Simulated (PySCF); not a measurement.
## Radial density of Pr⁺ (praseodymium, charge +1)

r2SCAN, [Xe] 4f3 6s1, one real determinant. Calculation: PySCF 2.14, in x2c-TZVPPall with one added diffuse shell each of s, p, d, f type (12s8p8d5f2g, 129 functions); the spin-free X2C one-electron Hamiltonian (Gaussian nucleus).

```
r (bohr)  4πr²ρ (e/bohr)  4πr²(ρα − ρβ)
  0.0274           69.24         0.0017
  0.0461           79.20         0.0061
  0.0776           102.0         0.0040
   0.131           75.25         0.0089
   0.220           88.24         0.2589
   0.369           36.66         1.2844
   0.621           38.35         2.6121
    1.04           13.37         2.1437
    1.76           6.300         0.6811
    2.96           1.032         0.3328
    4.97          0.2176         0.2136
    8.36        0.006007         0.0060
    14.1       2.567e-05         0.0000
```

Densities and radii are taken from the X2C orbitals without a picture-change correction, which distorts them close to the nucleus.

⟨L²⟩ = 34.06 against 42 for a pure I term, so this real determinant mixes terms. Spin-orbit coupling, absent here, splits the open shell strongly.
